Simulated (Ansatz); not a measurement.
**Worked example: C2H9FSi2 + GaH2(CH3) → SiH(CH3)2(SiH3) + GaH(CH3)F**

Gas-phase species: C2H9FSi2 `C[SiH](C)[SiH2]F`, singlet; GaH2(CH3), singlet; SiH(CH3)2(SiH3), singlet; GaH(CH3)F, singlet. The partners trade F for H: Si–F and Ga–H bonds give way to Si–H and Ga–F.

Shapes, held fixed at every level: PBE0-D4/def2-TZVP. Flexible molecules stand in one conformer, not always the lowest. Programs: Ansatz 0.2.0. Electronic energies: no zero-point or thermal term.

At CCSD(T)/def2-TZVPP; 1 Eh = 2625.50 kJ/mol:

| species | energy (Eh) |
| --- | --- |
| C2H9FSi2 | -759.408021 |
| GaH2(CH3) | -1964.481514 |
| SiH(CH3)2(SiH3) | -660.199532 |
| GaH(CH3)F | -2063.687251 |

Q: Work out ΔE of the reaction at this level.

A: 
1. Products less reactants: (-660.199532) + (-2063.687251) − [(-759.408021) + (-1964.481514)] = 0.002752 Eh = +7.2 kJ/mol.

Other levels give -15.0 (CCSD(T)/def2-SVP) to +17.2 kJ/mol (HF/def2-TZVPP). No measured value is set beside it here. Relativity is left out for Ga. Outer-core shells of Ga are correlated, in sets that cover them unevenly. The levels disagree on the sign, so it isn't settled.
